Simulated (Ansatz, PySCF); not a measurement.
B(H)(NCO)(OMe) (C2H4BNO2), SMILES COBN=C=O.

Geometry: B3LYP-D3(BJ)/def2-SVP. The structure was generated by enumeration, and PubChem lists no compound with its InChIKey, so it may never have been made. Other conformers were not sampled.

Vertical ionisation energy (IE) and electron affinity (EA) in eV. Rows of orbital energies are one-electron estimates. Where ΔSCF, EOM or ADC give a negative EA the extra electron is unbound and the value depends on the basis.

```csv
level,IE,EA
"−ε(HOMO), −ε(LUMO), B3LYP/def2-TZVP (PySCF)",8.26,0.96
"−ε(HOMO), −ε(LUMO), PBE/def2-TZVP (PySCF)",7.08,1.69
"ΔSCF, PBE0/def2-SVPD (Ansatz), final states of multiplicity 2 and 2",10.76,-0.98
"ΔSCF, PBE/def2-SVPD (Ansatz), final states of multiplicity 2 and 2",10.29,-0.90
```

What vertical singlet–triplet gap does ΔSCF give with PBE0/def2-SVPD (Ansatz, a first-principles code) and with PBE/def2-SVPD (Ansatz)? (Estimate from the structure and the level; the computed values follow.)

5.70 and 5.26 eV (triplet above singlet where positive).
